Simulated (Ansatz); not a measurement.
One change: `CC(C)CCl` becomes `C[CH](C)[Mg][Cl]`.

Ansatz, PBE0-D4/def2-TZVP geometries, multiplicity 1. Each molecule was computed in one conformer, which needn't be the lowest.

| property | `CC(C)CCl` |
| --- | --- |
| ideal-gas entropy at 298 K and 1 bar (rigid rotor, harmonic PBE0-D4/def2-TZVP) / J/(mol·K) | 333 |
| HOMO–LUMO gap (ωB97M-V/def2-TZVPP) / eV | 12.96 |
| HOMO–LUMO gap (PBE/def2-TZVPP) / eV | 6.63 |
| LUMO energy (B3LYP/def2-TZVPP) / eV | 0.46 |
| HOMO energy (B3LYP/def2-TZVPP) / eV | -8.00 |
| HOMO energy (ωB97M-V/def2-TZVPP) / eV | -10.58 |

**Question.** What does the change do to each property? (An estimate is asked.)

**Answer.** The calculation gave: 
| property | `C[CH](C)[Mg][Cl]` | shift |
| --- | --- | --- |
| ideal-gas entropy at 298 K and 1 bar (rigid rotor, harmonic PBE0-D4/def2-TZVP) / J/(mol·K) | 366 | 33 |
| HOMO–LUMO gap (ωB97M-V/def2-TZVPP) / eV | 8.97 | -3.99 |
| HOMO–LUMO gap (PBE/def2-TZVPP) / eV | 3.75 | -2.88 |
| LUMO energy (B3LYP/def2-TZVPP) / eV | -1.36 | -1.82 |
| HOMO energy (B3LYP/def2-TZVPP) / eV | -6.47 | 1.53 |
| HOMO energy (ωB97M-V/def2-TZVPP) / eV | -8.81 | 1.77 |

With PBE0 the HOMO rises by 1.63 eV and the LUMO falls by 1.87 eV, so the gap narrows by about 3.50 eV. PBE moves the HOMO by 1.30 eV and ωB97M-V by 1.77 eV. The zero-point energy changes by -78.7 kJ/mol with -6 modes. Modes under 60 cm⁻¹, often nearly free rotors, make the harmonic entropy too high.

B3LYP here is the variant with VWN-RPA as its local correlation; programs differ in this.
